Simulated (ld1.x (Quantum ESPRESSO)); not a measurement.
Configuration tests for I (TM)

* Element: iodine (I)
* Generator: ld1.x (Quantum ESPRESSO) 7.5
* Type: norm-conserving Troullier–Martins (Kleinman–Bylander form)
* Functional: LDA (PZ)
* Relativity: scalar-relativistic
* Frozen core: [Kr] 4d10
* Valence charge: 7
* Reference configuration: 5s2 5p5
* Partial waves: 5p (bound): rc 2.25 bohr; 5d channel at 0.15 Ry: rc 1.90 bohr; 5s (bound): rc 1.45 bohr
* Local potential: the s channel
* Core correction: a·sin(br)/r model core inside 0.65 bohr

Energies are relative to the spin-unpolarised reference configuration 5s2 5p5; without spin polarisation the order of configurations can differ from experiment. Spin-polarised rows fill each open shell by Hund’s rule, majority spin first.

```json
{"valence configuration": "5s2 5p4", "charge": "+1", "ΔE all-electron (eV)": "11.305", "error AE − PS (meV)": "-3.6"}
{"valence configuration": "5s2 5p3", "charge": "+2", "ΔE all-electron (eV)": "31.369", "error AE − PS (meV)": "-15"}
{"valence configuration": "5s2 5p2", "charge": "+3", "ΔE all-electron (eV)": "60.983", "error AE − PS (meV)": "-44"}
{"valence configuration": "5s1 5p6", "charge": "0", "ΔE all-electron (eV)": "10.512", "error AE − PS (meV)": "-11"}
{"valence configuration": "5s2 5p4.5", "charge": "+0.5", "ΔE all-electron (eV)": "4.615", "error AE − PS (meV)": "-1.5"}
{"valence configuration": "5s2 5p5.3", "charge": "-0.3", "ΔE all-electron (eV)": "-1.829", "error AE − PS (meV)": "+0.5"}
{"valence configuration": "5s2 5p1", "charge": "+4", "ΔE all-electron (eV)": "100.785", "error AE − PS (meV)": "-114"}
```

Q: What are ΔE and the potential's error for 5s2 5p4 (spin-polarised)?

A: ΔE = 10.743 eV all-electron; the error (AE − PS) is -1.9 meV.

Q: What are ΔE and the potential's error for 5s2 5p5 (spin-polarised)?

A: ΔE = -0.121 eV all-electron; the error (AE − PS) is +0.5 meV.

Note: ghost state, extra bound levels that the all-electron valence spectrum of the same l lacks: d at -194.4 eV. A true bound ghost makes a file unfit for plane-wave use.
